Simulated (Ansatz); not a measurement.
Reaction (homolysis of the C–Si bond): `O[SiH](Cl)CF` → `[CH2]F`• + `O[SiH]Cl`•

Program: Ansatz. Geometries: PBE0-D4/def2-TZVP. ΔE: electronic, gas phase. CCSD(T)/CBS is the MP2 limit (def2-TZVPP, def2-QZVPP) plus CCSD(T) − MP2 in def2-TZVPP, frozen cores. This one scheme is used for every species. DFT in def2-TZVPP. Open shells (•) are unrestricted, without spin–orbit coupling. Each species was taken in one conformer, which may not be the lowest.

CCSD(T)/CBS gives +376.6 kJ/mol.

Task: Another level gave +366.5 kJ/mol. Which?
A. PBE0-D4/def2-TZVPP
B. PBE0/def2-TZVPP
C. CCSD/def2-TZVPP
D. CCSD(T)/def2-TZVPP

Result: D. CCSD(T)/def2-TZVPP 366.5, PBE0-D4 353.6, CCSD/def2-TZVPP 360.1, PBE0 346.7 kJ/mol.

Largest T1 diagnostic among the species: 0.015.

From PBE to PBE0 (25 % exact exchange), in def2-TZVPP and without D4, ΔE moves by +6.0 kJ/mol. The D4 term adds +12.7 kJ/mol with B3LYP and +6.9 kJ/mol with PBE0; it sums over pairs of atoms, weighted by their polarisabilities, and B3LYP, whose exchange is more repulsive, gets the larger term.

B3LYP here is the variant with VWN-RPA as its local correlation; programs differ in this.
